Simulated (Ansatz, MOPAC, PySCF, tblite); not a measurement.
Scan of H₃B, singlet: umbrella (inversion) coordinate, bond length relaxed. Scanned: angle between the B-H bonds and the threefold axis (90 = planar). Other coordinates (B-H bond length) were minimised at B3LYP/def2-TZVP.

Cartesian coordinates as functions of the variables (Å; names that start with a are angles):
```
B  0  0  0
H  r*sin(a)*cos(0*2*pi/3+0)  r*sin(a)*sin(0*2*pi/3+0)  0+r*cos(a)
H  r*sin(a)*cos(1*2*pi/3+0)  r*sin(a)*sin(1*2*pi/3+0)  0+r*cos(a)
H  r*sin(a)*cos(2*2*pi/3+0)  r*sin(a)*sin(2*2*pi/3+0)  0+r*cos(a)
```

- RKS-PBE/aug-cc-pVQZ = restricted PBE/aug-cc-pVQZ in Ansatz (a program for electronic structure)
- GFN2-xTB, 300 K electronic temperature (tblite)
- RHF/def2-TZVP (PySCF)
- B3LYP/def2-TZVP (PySCF)
- AM1, restricted, heats of formation (MOPAC)
- CCSD(T)/aug-cc-pVQZ = CCSD(T) on RHF/aug-cc-pVQZ, frozen core (Ansatz)

Energies in kcal/mol, each method relative to its own lowest point.

```csv
a / °,RKS-PBE/aug-cc-pVQZ,GFN2-xTB,RHF,B3LYP,AM1,CCSD(T)/aug-cc-pVQZ
90,0.0,0.0,0.0,0.0,0.0,0.0
93.90,0.8,0.5,1.0,0.9,1.0,0.9
96.90,2.6,1.5,3.1,2.8,3.1,2.8
99.90,5.4,3.2,6.3,5.7,6.3,5.7
102.90,9.2,5.5,10.8,9.7,10.7,9.7
105.90,14.0,8.6,16.4,14.8,16.4,14.7
108.90,19.8,12.3,23.2,20.9,23.2,20.8
111.90,26.7,17.0,31.2,28.2,31.3,28.0
114.90,34.5,22.5,40.4,36.5,40.7,36.3
117.90,43.4,29.2,50.9,45.9,51.5,45.7
120.90,53.4,37.1,62.7,56.5,63.8,56.2
123.90,64.5,46.4,75.8,68.3,77.5,67.9
126.90,76.8,57.4,90.3,81.2,93.0,80.7
129.90,90.2,70.5,106.3,95.5,110.3,94.8
132,100.3,81.0,118.4,106.3,123.5,105.5
```
